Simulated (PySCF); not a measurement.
System: H2Cl (cation, charge +1), singlet: symmetric bend, bond length relaxed. Scanned: H-Cl-H angle. Other coordinates (Cl-H bond length) were minimised at PBE0/def2-TZVP.

The free coordinates were minimised at PBE0/def2-TZVP in PySCF; the energy column is CCSD(T) on RHF/cc-pVTZ, 5 core orbitals frozen (PySCF), in mEh.

```csv
a / °,Cl-H bond length / Å,E
180,1.328,92.7
170,1.329,88.3
160,1.329,76.7
150,1.328,60.9
140,1.324,44.1
130,1.319,28.3
120,1.314,15.1
110,1.311,5.5
100,1.310,0.3
90,1.311,0.0
80,1.315,4.8
70,1.322,14.8
60,1.334,29.8
```
